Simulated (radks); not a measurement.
Values are calculated unless marked as measured or tabulated.
Question: As I, 33 electrons, occupied as [Ar] 3d10 4s2 4p(up 1.5, down 1.5) (fractional occupations, a model configuration). Level of theory: scalar-relativistic Kohn-Sham, PBE, spin-polarised, spherical densities, point nucleus (a radial shooting solver on a logarithmic mesh with Libxc functionals). Some entries of the table are withheld. Estimate them.

| orbital | occ. | eigenvalue (eV) | <1/r> (bohr^-1) | <r^2> (bohr^2) |
|---|---|---|---|---|
| 1s | 2 | -11719.53 | (1) | 0.002786 |
| 2s | 2 | -1486.760 | (2) | 0.04848 |
| 2p | 6 | -1303.653 | 7.220 | 0.03846 |
| 3s | 2 | -190.3056 | 2.385 | 0.4125 |
| 3p | 6 | -133.6775 | 2.232 | 0.4477 |
| 3d | 10 | -40.6456 | 1.908 | 0.5823 |
| 4s | 2 | -14.4942 | 0.6796 | 4.337 |
| 4p | 3 | -5.1950 | 0.5147 | 7.762 |

Answer: 
(1) 1s <1/r> (bohr^-1): 33.47
(2) 2s <1/r> (bohr^-1): 7.368
